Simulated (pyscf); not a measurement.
# `[CH2]=[CH][BrH+]`, singlet

Gas-phase minimum from PySCF at ωB97X-D3(BJ)/def2-SVP, one conformer. H₂C=CH–BrH⁺ lies 20.4 kcal/mol over its isomer cyclic C₂H₄Br+ (SMILES C1C[Br+]1) (electronic energy, ωB97M-D3(BJ)). 

SMILES: C=C[BrH+]
```xyz
7

C     -0.7492    -0.3395    -0.4155
C      0.0728     0.6522    -0.1168
Br     1.4722     1.0996    -1.3983
H     -1.5056    -0.6115     0.3311
H     -0.7236    -0.9029    -1.3532
H      0.1580     1.2669     0.7818
H      0.8882     2.3030    -1.9320
```
Charge +1, spin multiplicity 1.

Bonds (Å): C1–C2 1.322, C1–H4 1.097, C1–H5 1.094, C2–Br3 1.950, C2–H6 1.092, Br3–H7 1.440. Angles (°): C2–C1–H4 117.4, C2–C1–H5 124.4, H4–C1–H5 118.1, C1–C2–Br3 118.0, C1–C2–H6 131.0, Br3–C2–H6 110.8, C2–Br3–H7 98.3.

Properties at ωB97X-D3(BJ)/def2-SVP:

```
Property                                                                                                                                                                                               Result
---------------------------------------------------------------------------------------------------------------------  --------------------------------------------------------------------------------------
Harmonic wavenumbers, unscaled                                                                                         190, 332, 529, 562, 802, 928, 976, 1039, 1239, 1377, 1692, 2578, 3177, 3281, 3289 cm⁻¹
Zero-point energy                                                                                                                                                                               31.4 kcal/mol
Rotational symmetry number                                                                                                                                                                                  1
Entropy of this conformer at 298 K and 1 atm, rigid rotor and harmonic oscillator, modes under 100 cm⁻¹ raised to 100                                                                         288.1 J/(mol K)
Dipole moment                                                                                                                                                                               depends on origin
```

Single-point totals, which compare only within one level (frozen core for MP2 and CC):

```json
[
 {"level": "ωB97X-D3(BJ)/def2-TZVP", "total energy (hartree)": "-2652.38617"},
 {"level": "PBE/def2-TZVP", "total energy (hartree)": "-2651.93806"},
 {"level": "r²SCAN/def2-TZVP", "total energy (hartree)": "-2652.36450"},
 {"level": "B3LYP-D3(BJ)/def2-TZVP", "total energy (hartree)": "-2652.47140"},
 {"level": "PBE0-D3(BJ)/def2-TZVP", "total energy (hartree)": "-2652.03737"},
 {"level": "M06-2X/def2-TZVP", "total energy (hartree)": "-2652.42232"},
 {"level": "ωB97M-D3(BJ)/def2-TZVP", "total energy (hartree)": "-2652.45284"},
 {"level": "HF/def2-TZVPP", "total energy (hartree)": "-2650.15563"},
 {"level": "MP2/def2-TZVPP", "total energy (hartree)": "-2650.75549"},
 {"level": "CCSD/def2-TZVPP", "total energy (hartree)": "-2650.78273"},
 {"level": "CCSD(T)/def2-TZVPP", "total energy (hartree)": "-2650.80834"}
]
```

The CCSD(T) − MP2 part came from Ansatz, without density fitting, on the same reference. The frozen core leaves the outer d or s,p core shells of the metals and heavy elements correlated in the MP2 and CC values, and def2-TZVPP describes them poorly, so these totals are far from the basis limit. Elements up to Kr have no core potential and no relativistic terms here.
